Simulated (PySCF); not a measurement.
## Radial density of P (phosphorus, neutral)

r2SCAN0, [Ne] 3s2 3p2 3d1, one real determinant (an excited configuration). Computed with PySCF 2.14 in aug-cc-pV(T+d)Z (6s5p4d2f, 55 functions), with no relativity, point nucleus.

| r (bohr) | 4πr²ρ (e/bohr) | 4πr²(ρα − ρβ) |
| --- | --- | --- |
| 0.00136 | 0.04904 | 0.0000 |
| 0.00229 | 0.1348 | 0.0000 |
| 0.00386 | 0.3640 | 0.0000 |
| 0.00649 | 0.9515 | 0.0000 |
| 0.0109 | 2.359 | 0.0000 |
| 0.0184 | 5.342 | 0.0002 |
| 0.0309 | 10.41 | 0.0010 |
| 0.0519 | 15.85 | 0.0053 |
| 0.0873 | 16.38 | 0.0251 |
| 0.147 | 11.51 | 0.0886 |
| 0.247 | 12.76 | 0.1832 |
| 0.416 | 15.66 | 0.1295 |
| 0.699 | 6.794 | 0.0182 |
| 1.18 | 2.189 | 0.6385 |
| 1.98 | 2.167 | 1.1207 |
| 3.33 | 0.6900 | 0.5382 |
| 5.60 | 0.1613 | 0.1594 |
| 9.41 | 0.0005310 | 0.0005 |

⟨L²⟩ = 7.97 against 12 for a pure F term, so this real determinant mixes terms. The outer electron is Rydberg-like, and this basis confines it to a smaller radius and binds it less than a complete one would. At r2SCAN0 the highest occupied level has a positive energy, so only the finite basis holds that electron; for this excited configuration the basis is too tight for the outer shell.
